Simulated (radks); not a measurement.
Problem. Ti7+, configuration [Ne] 3s2 3p3. Method: non-relativistic Kohn-Sham, LDA (Slater exchange, Perdew-Wang correlation), spin-unpolarised, spherical densities, point nucleus; computed with a radial shooting solver on a logarithmic mesh with Libxc functionals. Some entries of the table are withheld. Estimate them.

orbital,occ.,eigenvalue (eV),<1/r> (bohr^-1)
1s,2,-4966.761,21.49
2s,2,(1),(2)
2p,6,-581.9922,(3)
3s,2,(4),1.536
3p,3,-154.8547,(5)

Solution. 
(1) 2s eigenvalue (eV): -667.5410
(2) 2s <1/r> (bohr^-1): 4.498
(3) 2p <1/r> (bohr^-1): 4.444
(4) 3s eigenvalue (eV): -179.1290
(5) 3p <1/r> (bohr^-1): 1.458
